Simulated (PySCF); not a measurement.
Radial density of Nd⁵³⁺ (neodymium, charge +53)

UHF, [He] 2s2 2p3, high-spin 4S determinant. Calculation: PySCF 2.14, in an even-tempered Gaussian basis (19 s from 30 bohr⁻², ratio 2.2; 12 p from 39 bohr⁻², ratio 2.2; 5 d from 150 bohr⁻², ratio 2.4; 5 f from 220 bohr⁻², ratio 2.4; 4 g from 330 bohr⁻², ratio 2.4); the spin-free X2C one-electron Hamiltonian (Gaussian nucleus).

```
r (bohr)  4πr²ρ (e/bohr)  4πr²(ρα − ρβ)
  0.0209           68.40         5.9404
  0.0351           46.01        18.3346
  0.0591           52.21        33.1424
  0.0994           44.68        24.0283
   0.167           7.663         3.7251
   0.281         0.08895         0.0437
   0.473       1.044e-05         0.0000
```

Densities and radii are taken from the X2C orbitals without a picture-change correction, which distorts them close to the nucleus.

Spin-orbit coupling, which splits the p, d and f shells strongly at this Z, is absent. Spin-orbit coupling is strong in this species (close to jj coupling), so the high-spin LS determinant is a model state, not a physical level.
